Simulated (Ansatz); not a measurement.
The first iterations of a band of Cl3H2NTi + H2 (9 atoms, charge 0, multiplicity 1).

Theory: RKS PBE/def2-SVP in Ansatz 0.2.0.

```yaml
movable_images: 5
climbing_image: yes
spring: 5.0 eV/Å²
optimiser: quadratic models (default)
start_path: through a guess of the saddle point
force_threshold: 0.05 eV/Å
iteration_limit: 10
end_points: relaxed
```

First end point:

```xyz
9
Properties=species:S:1:pos:R:3
Ti -0.256 0.459 -0.084
N -0.001 0.065 1.706
H -0.669 -0.460 2.286
H 0.784 0.412 2.270
Cl 1.735 0.724 -0.964
Cl -1.398 2.338 -0.238
Cl -1.422 -1.190 -0.937
H 1.722 -2.895 2.209
H 1.358 -2.265 1.955
```

Last end point:

```xyz
9
Properties=species:S:1:pos:R:3
Ti 0.403 -0.041 -0.020
N -0.104 -0.640 2.080
H -1.110 -0.503 2.263
H 0.420 -0.079 2.767
Cl 1.664 0.286 -1.790
Cl -0.302 1.982 0.568
Cl -1.060 -1.602 -0.625
H 1.830 -0.583 0.707
H 0.114 -1.631 2.252
```

| iteration | highest image above the first end (eV) | largest band force component (eV/Å) |
| --- | --- | --- |
| 1 | 3.149 | 6.689 |
| 2 | 1.805 | 2.065 |
| 3 | 1.111 | 2.440 |

Task: Does the band converge within its limit, and where does its top end?

Result: It did not converge within its limit. It ended after 10 iterations with the highest image 1.239 eV above the first end. The band didn't meet its force threshold, so its energies are provisional: the largest band force was still 0.34 eV/Å, and over the last iterations the top moved between 1.14 and 1.24 eV. The orbitals stay closed-shell, which can raise the energy where a bond breaks towards radicals; this wasn't checked here.

Time of the run: 99 s on 4 threads of Intel(R) Xeon(R) Platinum 8259CL CPU @ 2.50GHz (Skylake/Cascade Lake), on a shared host, peak memory 0.23 GiB.
